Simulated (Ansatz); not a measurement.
Cost and result for the atomization energy of C₂H₆Cl₂InN (`C[N](C)[In]([Cl])[Cl]`) (12 atoms, 11 bonds).

```csv
atom,x (Å),y (Å),z (Å)
C1,-0.3441,-0.7486,1.2219
N2,-0.0215,0.0244,0.0497
C3,-0.1714,1.4471,0.2205
In4,0.5893,-0.7986,-1.6492
Cl5,0.8051,-3.0901,-1.8244
Cl6,1.0874,0.5242,-3.4742
H7,-1.3864,-0.5871,1.5328
H8,0.2979,-0.4746,2.0716
H9,-0.2143,-1.8173,1.0387
H10,0.4792,1.8250,1.0225
H11,-1.2055,1.7112,0.4852
H12,0.0843,1.9843,-0.6952
```

Charge 0, multiplicity 1. Correlated methods include outer-core shells of In, which these sets cover unevenly. In: def2 effective core potential. All single points use the PBE0-D4/def2-TZVP geometry. It is one conformer, not always the lowest. Program: Ansatz. All runs use 2 threads of an AMD EPYC 7R13 on a shared host and a share of an NVIDIA H100 80 GB. Times are those of one run each, without the atoms' runs, and a repeat can differ threefold. Electronic energies, without spin–orbit coupling; frozen cores. CCSD(T)/CBS adds CCSD(T) − MP2 in def2-TZVPP to the MP2 limit, and its time is that of the two runs behind it. T1 = 0.014. With those shells the extrapolation isn't a true limit. B3LYP takes the VWN-RPA correlation (the form of Gaussian; ORCA's B3LYP/G).

CCSD(T)/CBS is a level of theory with its own doubt, some kJ/mol a heavy atom from the limit and from the frozen cores, so smaller differences don't rank the functionals.

```json
{"level": "CCSD(T)/def2-SVP", "functions": "134", "wall time": "1.9 s"}
{"level": "CAM-B3LYP-D4/def2-TZVPP", "functions": "311", "wall time": "2.1 s"}
{"level": "B3LYP-D4/def2-TZVPP (with forces)", "functions": "311", "wall time": "2.5 s"}
{"level": "B2PLYP/def2-TZVPP", "functions": "311", "wall time": "2.7 s"}
{"level": "revPBE-D4/def2-TZVPP", "functions": "311", "wall time": "2.7 s"}
{"level": "PBE0-D4/def2-TZVPP", "functions": "311", "wall time": "2.8 s"}
{"level": "PBE-QIDH/def2-TZVPP", "functions": "311", "wall time": "2.8 s"}
{"level": "PBE-D4/def2-TZVPP (with forces)", "functions": "311", "wall time": "3.1 s"}
{"level": "BLYP-D4/def2-TZVPP", "functions": "311", "wall time": "3.1 s"}
{"level": "ωB97M-V/def2-TZVPP (with forces)", "functions": "311", "wall time": "3.7 s"}
{"level": "MP2/def2-QZVPP", "functions": "573", "wall time": "4.2 s"}
{"level": "CCSD(T)/def2-TZVPP", "functions": "311", "wall time": "6 s"}
{"level": "CCSD(T)/CBS(def2)", "functions": "–", "wall time": "10 s"}
```

(1) What atomization energy does each give, and how far from CCSD(T)/CBS? (An estimate is asked.)

Results:

(1) Computed: 
```tsv
level	atomization (kcal/mol)	difference from CCSD(T)/CBS	per bond
CCSD(T)/def2-SVP	923.5	-58.5	-5.3
CAM-B3LYP-D4/def2-TZVPP	978.9	-3.1	-0.3
B3LYP-D4/def2-TZVPP (with forces)	972.7	-9.3	-0.8
B2PLYP/def2-TZVPP	963.6	-18.4	-1.7
revPBE-D4/def2-TZVPP	970.7	-11.3	-1.0
PBE0-D4/def2-TZVPP	982.1	0.1	0.0
PBE-QIDH/def2-TZVPP	975.4	-6.6	-0.6
PBE-D4/def2-TZVPP (with forces)	997.5	15.5	1.4
BLYP-D4/def2-TZVPP	969.1	-12.9	-1.2
ωB97M-V/def2-TZVPP (with forces)	982.4	0.4	0.0
MP2/def2-QZVPP	986.1	4.1	0.4
CCSD(T)/def2-TZVPP	952.8	-29.2	-2.7
CCSD(T)/CBS(def2)	982.0	0.0	0.0
```

Leaving LDA and LC-ωPBE aside and taking each functional with its dispersion term where it has one, the values, not all of them listed here, spread over 49.1 kcal/mol, from BHLYP-D4 to PBE-D4. LDA lies +133.1 kcal/mol from PBE without D4, its usual overbinding. The D4 term adds +11.7 kcal/mol with B3LYP and +6.3 kcal/mol with PBE0; it sums over pairs of atoms, weighted by their polarisabilities, and B3LYP, whose exchange is more repulsive, gets the larger term. At CCSD(T), def2-SVP lies −58.4 kcal/mol from the extrapolated value and def2-TZVPP −29.2 kcal/mol: correlation converges slowly with the basis, and small sets miss more of it in the bonded molecule than in its fragments.

Spin–orbit coupling would lower the free In atoms strongly, and the atomization energy with them, by more than many differences here.
